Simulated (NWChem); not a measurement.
All runs are NWChem calculations. System: HGe, charge 0, spin multiplicity 4, at the geometry of a parent with another charge or spin, in a state set for the comparison that need not be this species' ground state. Its SCF solution wasn't tested for a lower state. Level: UBLYP/def2-TZVP.

Part of the output:

```
             Northwest Computational Chemistry Package (NWChem) 7.3.0
             --------------------------------------------------------

                                NWChem Input Module
                                -------------------

 Scaling coordinates for geometry "geometry" by  1.889725989
 (inverse scale =  0.529177249)

 Turning off AUTOSYM since
 SYMMETRY directive was detected!

                             Geometry "geometry" -> ""
                             -------------------------

 Output coordinates in angstroms (scale by  1.889725989 to convert to a.u.)

  No.       Tag          Charge          X              Y              Z
 ---- ---------------- ---------- -------------- -------------- --------------
    1 Ge                  32.0000     0.00000000     0.00000000     0.04861400
    2 H                    1.0000     0.00000000     0.00000000    -1.55564500

 Effective nuclear repulsion energy (a.u.)      10.5554476977

            Nuclear Dipole moment (a.u.)
            ----------------------------
        X                 Y               Z
 ---------------- ---------------- ----------------
     0.0000000000     0.0000000000     0.0000056692

      Symmetry information
      --------------------

 Group name             C2v
 Group number             16
 Group order               4
 No. of unique centers     2

      Symmetry unique atoms

     1    2


 Summary of "ao basis" -> "" (spherical)
 ------------------------------------------------------------------------------
       Tag                 Description            Shells   Functions and Types
 ---------------- ------------------------------  ------  ---------------------
 *                         def2-tzvp                  on all atoms

                                 NWChem DFT Module
                                 -----------------

 Summary of "ao basis" -> "ao basis" (spherical)
 ------------------------------------------------------------------------------
       Tag                 Description            Shells   Functions and Types
 ---------------- ------------------------------  ------  ---------------------
 Ge                        def2-tzvp                16       48   6s5p4d1f
 H                         def2-tzvp                 4        6   3s1p

 Summary of "ao basis" -> "ao basis" (spherical)
 ------------------------------------------------------------------------------
       Tag                 Description            Shells   Functions and Types
 ---------------- ------------------------------  ------  ---------------------
 Ge                        def2-tzvp                16       48   6s5p4d1f
 H                         def2-tzvp                 4        6   3s1p

      Symmetry analysis of basis
      --------------------------

        a1         25
        a2          5
        b1         12
        b2         12

            General Information
            -------------------
          SCF calculation type: DFT
          Wavefunction type:  spin polarized.
          No. of atoms     :     2
          No. of electrons :    33
           Alpha electrons :    18
            Beta electrons :    15
          Charge           :     0
          Spin multiplicity:     4
          Use of symmetry is: on ; symmetry adaption is: on
          Maximum number of iterations: 100
          AO basis - number of functions:    54
                     number of shells:    20
          Convergence on energy requested:  1.00D-06
          Convergence on density requested:  1.00D-05
          Convergence on gradient requested:  5.00D-04

              XC Information
              --------------
                    Becke 1988 Exchange Functional  1.000
              Lee-Yang-Parr Correlation Functional  1.000

             Grid Information
             ----------------
          Grid used for XC integration:  medium
          Radial quadrature: Mura-Knowles
          Angular quadrature: Lebedev.
          Tag              B.-S. Rad. Rad. Pts. Rad. Cut. Ang. Pts.
          ---              ---------- --------- --------- ---------
          Ge                  1.25      112           7.0       590
          H                   0.35       45           8.0       434
[...]
 Vector   19  Occ=0.000000D+00  E=-1.386488D-02  Symmetry=a1
              MO Center= -7.6D-16, -7.7D-16, -2.4D-01, r^2= 4.0D+00
   Bfn.  Coefficient  Atom+Function         Bfn.  Coefficient  Atom+Function
  ----- ------------  ---------------      ----- ------------  ---------------
    51      1.364135  2 H  s                 21      1.163048  1 Ge pz
     6     -0.811104  1 Ge s                 18      0.371101  1 Ge pz
    50      0.230346  2 H  s                  5     -0.221742  1 Ge s
    12     -0.158463  1 Ge pz                49      0.124360  2 H  s
     4      0.105814  1 Ge s                 24     -0.086400  1 Ge d  0

 Vector   20  Occ=0.000000D+00  E= 1.196324D-01  Symmetry=a1
              MO Center= -1.6D-16, -3.7D-16, -1.1D+00, r^2= 4.4D+00
   Bfn.  Coefficient  Atom+Function         Bfn.  Coefficient  Atom+Function
  ----- ------------  ---------------      ----- ------------  ---------------
    51      1.901702  2 H  s                 39     -0.770580  1 Ge d  0
     5     -0.663743  1 Ge s                 50     -0.563647  2 H  s
    21      0.520555  1 Ge pz                 6     -0.267747  1 Ge s
     4      0.171926  1 Ge s                 34      0.163389  1 Ge d  0
    24      0.115238  1 Ge d  0              29     -0.104317  1 Ge d  0

 Vector   21  Occ=0.000000D+00  E= 1.472630D-01  Symmetry=b1
              MO Center=  1.1D-15, -5.5D-18, -1.3D-02, r^2= 3.8D+00
   Bfn.  Coefficient  Atom+Function         Bfn.  Coefficient  Atom+Function
  ----- ------------  ---------------      ----- ------------  ---------------
    40      1.032853  1 Ge d  1              25     -0.162733  1 Ge d  1
    35     -0.135397  1 Ge d  1              30      0.106379  1 Ge d  1
    16     -0.065476  1 Ge px                52      0.041785  2 H  px
    19      0.034680  1 Ge px

                     DFT Final Beta Molecular Orbital Analysis
                     -----------------------------------------

 Vector   13  Occ=1.000000D+00  E=-1.088863D+00  Symmetry=a1
              MO Center= -1.0D-17, -1.3D-17,  4.9D-02, r^2= 1.9D-01
   Bfn.  Coefficient  Atom+Function         Bfn.  Coefficient  Atom+Function
  ----- ------------  ---------------      ----- ------------  ---------------
    26      0.902220  1 Ge d  2              31      0.191812  1 Ge d  2

 Vector   14  Occ=1.000000D+00  E=-1.088863D+00  Symmetry=a2
              MO Center=  8.8D-17,  2.9D-18,  4.9D-02, r^2= 1.9D-01
   Bfn.  Coefficient  Atom+Function         Bfn.  Coefficient  Atom+Function
  ----- ------------  ---------------      ----- ------------  ---------------
    22      0.902220  1 Ge d -2              27      0.191813  1 Ge d -2

 Vector   15  Occ=1.000000D+00  E=-4.246998D-01  Symmetry=a1
              MO Center=  2.0D-15, -7.9D-16, -5.3D-01, r^2= 1.5D+00
   Bfn.  Coefficient  Atom+Function         Bfn.  Coefficient  Atom+Function
  ----- ------------  ---------------      ----- ------------  ---------------
     5      0.614755  1 Ge s                  6      0.335208  1 Ge s
     4     -0.275102  1 Ge s                  3     -0.233874  1 Ge s
    50      0.172367  2 H  s                 49      0.122829  2 H  s
    18     -0.111670  1 Ge pz                 2      0.101189  1 Ge s
    51      0.080234  2 H  s                 12      0.053272  1 Ge pz

 Vector   16  Occ=0.000000D+00  E=-2.307588D-01  Symmetry=a1
              MO Center=  7.7D-16, -6.3D-16, -2.1D-01, r^2= 2.5D+00
   Bfn.  Coefficient  Atom+Function         Bfn.  Coefficient  Atom+Function
  ----- ------------  ---------------      ----- ------------  ---------------
     6      0.403043  1 Ge s                  5      0.353573  1 Ge s
    18      0.324701  1 Ge pz                50     -0.270754  2 H  s
    51     -0.253056  2 H  s                 21      0.226064  1 Ge pz
    12     -0.160030  1 Ge pz                 4     -0.157134  1 Ge s
    49     -0.154294  2 H  s                  3     -0.138183  1 Ge s

 Vector   17  Occ=0.000000D+00  E=-9.638334D-02  Symmetry=b2
              MO Center= -1.0D-16,  6.4D-16, -1.8D-02, r^2= 2.7D+00
   Bfn.  Coefficient  Atom+Function         Bfn.  Coefficient  Atom+Function
  ----- ------------  ---------------      ----- ------------  ---------------
    20      0.653142  1 Ge py                17      0.456237  1 Ge py
    11     -0.221590  1 Ge py                 8      0.083944  1 Ge py
    38     -0.039559  1 Ge d -1              14     -0.034782  1 Ge py

 Vector   18  Occ=0.000000D+00  E=-9.638334D-02  Symmetry=b1
              MO Center= -1.9D-15, -1.1D-17, -1.8D-02, r^2= 2.7D+00
   Bfn.  Coefficient  Atom+Function         Bfn.  Coefficient  Atom+Function
  ----- ------------  ---------------      ----- ------------  ---------------
    19      0.653142  1 Ge px                16      0.456237  1 Ge px
    10     -0.221590  1 Ge px                 7      0.083944  1 Ge px
    40      0.039559  1 Ge d  1              13     -0.034782  1 Ge px

   alpha - beta orbital overlaps
   -----------------------------

   alpha      1      2      3      4      5      6      7      8      9     10
    beta      1      2      3      4      5      6      7      9      8     10
 overlap   1.000  1.000  1.000  1.000  1.000  1.000  1.000  1.000  1.000  1.000

   alpha     11     12     13     14     15     16     17     18     19     20
    beta     12     11     13     14     15     16     18     17     19     20
 overlap   1.000  1.000  1.000  1.000  0.999  0.998  0.999  0.999  0.990  0.987

   alpha     21     22     23     24     25     26     27     28     29     30
    beta     22     21     24     23     25     27     26     28     29     30
 overlap   0.999  0.999  1.000  1.000  0.996  0.999  0.999  0.900  0.901  0.997

   alpha     31     32     33     34     35     36     37     38     39     40
    beta     31     32     33     34     35     36     38     37     39     40
 overlap   0.997  0.997  0.997  0.999  0.998  0.998  0.997  0.997  1.000  1.000

   alpha     41     42     43     44     45     46     47     48     49     50
    beta     41     42     43     44     45     48     49     46     47     50
 overlap   1.000  1.000  1.000  0.998  0.997  1.000  1.000  1.000  1.000  0.998

   alpha     51     52     53     54
    beta     52     51     53     54
 overlap   1.000  1.000  1.000  1.000

     --------------------------
     Expectation value of S2:
     --------------------------
      <S2> =      3.7519 (Exact =     3.7500)

 center of mass
 --------------
 x =   0.00000000 y =   0.00000000 z =   0.05109117

 moments of inertia (a.u.)
 ------------------
           9.137991500960           0.000000000000           0.000000000000
           0.000000000000           9.137991500960           0.000000000000
           0.000000000000           0.000000000000           0.000000000000

     Multipole analysis of the density
     ---------------------------------

     L   x y z        total         alpha         beta         nuclear
     -   - - -        -----         -----         ----         -------
     0   0 0 0     -0.000000    -18.000000    -15.000000     33.000000

     1   1 0 0      0.000000      0.000000      0.000000      0.000000
     1   0 1 0      0.000000      0.000000     -0.000000      0.000000
     1   0 0 1     -0.112664      0.151773     -0.264442      0.000006

     2   2 0 0    -15.172401    -11.908734     -3.263667      0.000000
     2   1 1 0     -0.000000     -0.000000     -0.000000      0.000000
     2   1 0 1     -0.000000     -0.000000      0.000000      0.000000
     2   0 2 0    -15.172401    -11.908734     -3.263667      0.000000
     2   0 1 1     -0.000000     -0.000000      0.000000      0.000000
     2   0 0 2    -11.930578    -15.405402     -5.437330      8.912154

 Task  times  cpu:        3.0s     wall:        3.0s

 Total times  cpu:        3.1s     wall:        3.1s
```

Write an NWChem input that would produce this output.

Several could match; the one computed here: 
```
start mol
memory heap 200 mb stack 900 mb global 1100 mb
geometry units angstroms nocenter noautoz
  Ge     0.000000     0.000000     0.048614
  H      0.000000     0.000000    -1.555645
  symmetry group C2v
end
basis spherical
  * library def2-tzvp
end
dft
  xc becke88 lyp
  odft
  mult 4
  semidirect memsize 60000000 filesize 0
  iterations 100
end
task dft energy
```
